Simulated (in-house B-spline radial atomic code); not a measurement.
Ge²⁺. Computed with a B-spline radial atomic code. Model: non-relativistic spherical atom: semilocal Troullier-Martins pseudo-atom, one channel per l, against all electrons, high spin, G0W0 and RPA with empty states to l = 8, local potential for every l without a channel, a model core (radius 0 = none) keeps its share of the functional.

What the tables leave out is listed at the end.

The pseudopotential gives back the lowest level of each angular momentum of its own functional in the configuration it was made in; a second state of the same l is only approximately right. Exact exchange, RPA and GW see the smooth pseudo-orbitals and miss the exchange with the core, for which the functional's share stands in. The column with an uncorrelated core keeps all orbitals and exact exchange, and so separates missing core correlation from pseudisation. Only the three outermost levels and the lowest empty one were computed. RPA here is direct RPA, with no exchange kernel, and its energies carry an (l + 1/2)⁻⁴ tail. A hybrid on a potential with a model core restores only its own semilocal share of the core's exchange.

Command:
```bash
python run_psgw.py task.json out
```
Settings (lengths in bohr, energies in hartree):
```
Z                      32
electrons              30
configuration          [Ar] 3d10 4s2
generated_in           [Ar] 3d10 4s2 4p2
functional             pbe,pbe
core_shells            4
radius_factor          1
core_correction        False
ion_configuration      [Ar] 3d10 4s1
```

Run time, properties included: 26 s on 1 thread of Intel(R) Xeon(R) 6975P-C (Granite Rapids), on a shared host.

Given: made with PBE; model core radius 0 bohr; local radius 0.731 bohr; mean-field start PBE.

Valence shells of the generating configuration: 3p, 3d, 4s, 4p.

Channel: s 1.776, p 0.547, d 1.511 (radii in bohr).

Computed: largest level miss in the spin-unpolarised generating configuration 0.021 eV; valence RPA correlation energy all-electron orbitals -1.3028 hartree; valence RPA correlation energy pseudo -1.3368 hartree; ionisation by mean-field all-electron 33.871 eV; ionisation by mean-field pseudo minus all 0.019 eV; ionisation by RPA all-electron 34.011 eV; ionisation by RPA pseudo minus all 1.344 eV.

```tsv
level	occupied	mean-field all-electron (eV)	mean-field pseudo minus all (eV)	G0W0 all-electron (eV)	G0W0 uncorrelated core minus all (eV)	G0W0 pseudo minus all (eV)	exchange self-energy all-electron (eV)	exchange self-energy pseudo (eV)
4s	1	-28.784	-0.016	-33.991	-0.09	-1.311	-16.597	-16.665
3d	1	-49.984	-0.11	-60.478	0.077	1.585	-62.973	-52.157
4p (empty)	0	-19.796	-0.055	-16.1	0.002	0.14	-5.2442	-4.3201
```

Q: What is the all-electron RPA polarisability, core included?

A: 8.7829 bohr³.

Q: What is the pseudo-atom RPA polarisability?

A: 8.7799 bohr³.

Given: mean-field start PBE0.

Computed: valence RPA correlation energy pseudo -1.2929 hartree; all-electron RPA polarisability, core included 8.0152 bohr³; pseudo-atom RPA polarisability 7.6235 bohr³; ionisation by mean-field all-electron 33.513 eV; ionisation by mean-field pseudo minus all 0.469 eV; ionisation by RPA all-electron 33.836 eV.

```tsv
level	occupied	mean-field all-electron (eV)	mean-field pseudo minus all (eV)	G0W0 all-electron (eV)	G0W0 uncorrelated core minus all (eV)	G0W0 pseudo minus all (eV)	exchange self-energy all-electron (eV)	exchange self-energy pseudo (eV)
4s	1	-29.806	-0.408	-33.877	-0.084	-1.396	-16.381	-17.038
4p (empty)	0	-18.694	0.086	-16.046	0.002	0.212	-4.9666	-4.1088
```

Q: What is the ionisation by RPA pseudo minus all?

A: 1.392 eV.

Q: What is the valence RPA correlation energy all-electron orbitals?

A: -1.2504 hartree.

Given: mean-field start Hartree-Fock.

Computed: valence RPA correlation energy pseudo -1.1846 hartree; all-electron RPA polarisability, core included 6.6628 bohr³; pseudo-atom RPA polarisability 5.4448 bohr³; ionisation by mean-field all-electron 31.718 eV; ionisation by mean-field pseudo minus all 1.898 eV; ionisation by RPA pseudo minus all 1.493 eV.

```tsv
level	occupied	mean-field all-electron (eV)	mean-field pseudo minus all (eV)	G0W0 all-electron (eV)	G0W0 uncorrelated core minus all (eV)	G0W0 pseudo minus all (eV)	exchange self-energy all-electron (eV)	exchange self-energy pseudo (eV)
4s	1	-31.963	-1.963	-33.573	-0.066	-1.455	-15.642	-18.241
3d	1	-64.434	2.948	-62.051	0.081	2.225	-63.561	-52.316
4p (empty)	0	-14.955	0.479	-15.931	0.002	0.502	-4.0737	-3.3317
```

Q: What is the ionisation by RPA all-electron?

A: 33.421 eV.

Q: What is the valence RPA correlation energy all-electron orbitals?

A: -1.1234 hartree.

Among the listed levels the largest G0W0 shift of the pseudo-atom is +2.23 eV, for 3d on the Hartree-Fock start, while leaving the core uncorrelated moves that level by +0.08 eV. So pseudisation and the lost core exchange, not the missing core correlation, make the error. Not in the tables (levels of low weight, unsolved or above zero; the highest and the empty levels are kept at any weight): on PBE the G0W0 levels 3p (pseudo minus all +1.87 eV, weights 0.37 and 0.46); on PBE0 the G0W0 levels 3d (pseudo minus all +1.65 eV, weights 0.67 and 0.79), 3p (pseudo minus all +2.68 eV, weights 0.64 and 0.30); on Hartree-Fock the G0W0 levels 3p (pseudo minus all +4.35 eV, weights 0.74 and 0.07).
